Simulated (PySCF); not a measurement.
CH6GaNO2. Atoms are numbered in the order given.

```xyz
11

Ga     0.0154     0.3764     0.0000
N      0.7435    -1.2830     0.0000
C      0.0004    -2.5301     0.0000
H      1.7508    -1.3993     0.0000
H      0.2115    -3.1512    -0.8919
H      0.2115    -3.1512     0.8919
H     -1.0803    -2.3224     0.0000
O     -1.7667     0.5020     0.0000
H     -2.0779     1.4159     0.0000
O      0.9416     1.9108     0.0000
H      1.9004     1.8007     0.0000
```

The structure is a stationary point at B3LYP-D3(BJ)/def2-SVP. The values are those of a single conformer.

All values below come from PySCF with PBE/pcSseg-1.

GIAO shieldings, no solvent; atoms listed in one row are averaged. δ = σ(ref) − σ: ¹⁵N against NH3 (σ = 267.0 ppm); ¹³C against TMS (σ = 182.0 ppm); ¹H against TMS (σ = 31.49 ppm); ¹⁷O against H2O (σ = 334.3 ppm), references at their B3LYP-D3(BJ)/def2-TZVP geometries, non-relativistic.

Computed chemical shifts:
```
nucleus       atoms  count  δ (ppm)
-------  ----------  -----  -------
¹⁵N              N2      1     43.8
¹³C              C3      1     38.4
¹H       H5, H6, H7      3     3.41
¹H          H9, H11      2     1.55
¹H               H4      1     0.73
¹⁷O             O10      1     44.6
¹⁷O              O8      1     29.6
```
